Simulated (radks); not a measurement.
Problem. Excited configurations of neutral erbium: one electron is placed in a higher orbital outside [Xe] 4f12 6s1. The ground configuration is [Xe] 4f12 6s2. All-electron calculation, Dirac Kohn-Sham, BLYP, spin-unpolarised, spherical densities, point nucleus; open shells fill j = l - 1/2 first. Program: a radial shooting solver on a logarithmic mesh with Libxc functionals. Excitation = E - E(ground); binding = E(ion) - E, where the ion is the core of charge +1; n* = 1/sqrt(2 binding) in atomic units, and the quantum defect is n - n*.

| outer orbital | excitation (eV) | binding (eV) | n* | quantum defect | eigenvalue (eV) | <r> (bohr) |
|---|---|---|---|---|---|---|
| 6p1/2 | 2.658 | 3.691 | 1.920 | 4.080 | -1.727 | 5.361 |
| 7s1/2 | 4.245 | 2.104 | 2.543 | 4.457 | -1.166 | 9.896 |
| 7p1/2 | 4.755 | 1.594 | 2.922 | 4.078 | -0.865 | 12.40 |

Estimate the row for 5d3/2.

Solution. excitation (eV) 2.862; binding (eV) 3.487; n* 1.975; quantum defect 3.025; eigenvalue (eV) -0.741; <r> (bohr) 3.992. The Delta-SCF ionisation energy is 6.349 eV (NIST Atomic Spectra Database: 6.108 eV, measured). Self-interaction in the functional shifts the binding energies and quantum defects, so they are the method's values and not measured ones. Spin polarisation and multiplet splitting are left out, so open shells lie too high by an amount that depends on their filling.

Beside tabulated values, note that spin-unpolarised runs miss the spin-polarisation part of the exchange energy of open shells.
